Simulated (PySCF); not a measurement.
Species: C₆H₁₂O.
SMILES: `C1CC(O)CCC1`

The closed-shell ground state was solved at several levels (PySCF, density fitting, gas phase, non-relativistic). Geometry: PBE0-D3(BJ)/def2-TZVP, one conformer, isolated molecule.

```csv
level,basis functions,total energy (Eh),HOMO (eV),LUMO (eV),gap (eV),dipole (D)
wB97X-D/pcSseg-2,420,-311.1165,-9.46,2.31,11.77,1.84
PBE0/pcSseg-2,420,-310.8475,-7.56,0.63,8.19,1.81
B97-2/pcSseg-2,420,-311.1027,-7.28,0.67,7.95,1.79
```

(1) What might KT3/pcSseg-2 (420 basis functions) give for the same quantities?

(2) Over all these levels, which gives the widest orbital gap and which the narrowest?

(3) In the pcSseg-2 basis, how does the gap go with the fixed share of exact exchange?

(4) How far do the dipole and the HOMO energy spread over the levels?

Results:

(1) Total energy -316.0656 Eh, HOMO -6.15 eV, LUMO -0.23 eV, gap 5.92 eV, dipole 1.69 D.

(2) wB97X-D/pcSseg-2 (range-separated hybrid) has the widest, 11.77 eV, and KT3/pcSseg-2 (GGA) the narrowest, 5.92 eV. From the narrowest to the widest the HOMO moves by -3.31 eV and the LUMO by +2.54 eV.

(3) KT3 (0 %) 5.92 eV; B97-2 (21 %) 7.95 eV; PBE0 (25 %) 8.19 eV. Each rise in the share widens the gap here.

(4) The dipole runs from 1.69 to 1.84 D (mean 1.78 D) and the HOMO from -9.46 to -6.15 eV.

Note: wB97X-D ran without an empirical dispersion term, which enters the total energy and its gradient alone.
